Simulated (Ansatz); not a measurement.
Reaction (formal exchange of groups at the Al–C bond): `C[CH2][AlH][CH2]C` + `CCSS[SiH3]` → `C[CH2][AlH][SiH3]` + `CCSSCC`

Program: Ansatz. Geometries: PBE0-D4/def2-TZVP. ΔE: electronic, gas phase. CCSD(T)/CBS adds triple-zeta CCSD(T) − MP2 to the extrapolated MP2 energy (def2 sets, frozen cores). DFT in def2-TZVPP. B3LYP here is the variant with VWN-RPA as its local correlation; programs differ in this. One conformer a species, not always the lowest.

```json
{"level": "r2SCAN-D4", "ΔE (kJ/mol)": "63.2", "difference from CCSD(T)/CBS": "-3.5"}
{"level": "PBE0-D4", "ΔE (kJ/mol)": "57.9", "difference from CCSD(T)/CBS": "-8.8"}
{"level": "B3LYP-D4", "ΔE (kJ/mol)": "65.2", "difference from CCSD(T)/CBS": "-1.5"}
{"level": "ωB97X-V", "ΔE (kJ/mol)": "63.0", "difference from CCSD(T)/CBS": "-3.7"}
{"level": "r2SCAN", "ΔE (kJ/mol)": "63.1", "difference from CCSD(T)/CBS": "-3.6"}
{"level": "PBE0", "ΔE (kJ/mol)": "57.1", "difference from CCSD(T)/CBS": "-9.6"}
{"level": "B3LYP", "ΔE (kJ/mol)": "63.6", "difference from CCSD(T)/CBS": "-3.1"}
{"level": "SCS-MP2/def2-TZVPP", "ΔE (kJ/mol)": "71.0", "difference from CCSD(T)/CBS": "4.3"}
{"level": "CCSD/def2-TZVPP", "ΔE (kJ/mol)": "65.0", "difference from CCSD(T)/CBS": "-1.7"}
{"level": "MP2/def2-QZVPP", "ΔE (kJ/mol)": "75.0", "difference from CCSD(T)/CBS": "8.3"}
{"level": "CCSD(T)/CBS", "ΔE (kJ/mol)": "66.7", "difference from CCSD(T)/CBS": "0"}
```

Largest T1 diagnostic among the species: 0.011.

From PBE to PBE0 (25 % exact exchange), in def2-TZVPP and without D4, ΔE moves by +4.1 kJ/mol.
